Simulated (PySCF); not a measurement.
Species: C5H5BS.
Atom-mapped SMILES: `[CH:1]#[C:2][C:3]#[C:4][BH:5][S:6][CH3:7]` (hydrogens: H8 on C1; H9 on B5; H10, H11, H12 on C7)

Torsions of this conformer, `[CH:1]#[C:2][C:3]#[C:4][BH:5][S:6][CH3:7]`: C4–B5–S6–C7 180°.

The closed-shell ground state was solved at several levels (PySCF, density fitting, gas phase, non-relativistic). Isolated species at its PBE0-D3(BJ)/def2-SVP geometry (one conformer only).

```tsv
level	basis functions	HOMO (eV)	LUMO (eV)	gap (eV)	dipole (D)
PBE0/def2-TZVP	253	-7.27	-2.28	4.99	1.11
mPW1PW91/pcSseg-1	151	-7.36	-2.32	5.04	1.04
PBE0/6-31G*	112	-7.08	-2.03	5.05	0.86
PBE0/cc-pVTZ	284	-7.27	-2.26	5.01	1.07
PBE0/IGLO-III	304	-7.27	-2.29	4.98	1.14
```

What might PBE0/pcSseg-2 (329 basis functions) give for the same quantities?

HOMO -7.30 eV, LUMO -2.31 eV, gap 4.99 eV, dipole 1.11 D.

How much does the basis alone move the frontier levels among the 5 PBE0 rows (the withheld one included)?

The HOMO by 0.22 eV and the LUMO by 0.28 eV. By rising basis size (HOMO, LUMO in eV): 6-31G* -7.08, -2.03; def2-TZVP -7.27, -2.28; cc-pVTZ -7.27, -2.26; IGLO-III -7.27, -2.29; pcSseg-2 -7.30, -2.31.

How far do the dipole and the HOMO energy spread over the levels?

The dipole runs from 0.86 to 1.14 D (mean 1.06 D) and the HOMO from -7.36 to -7.08 eV.
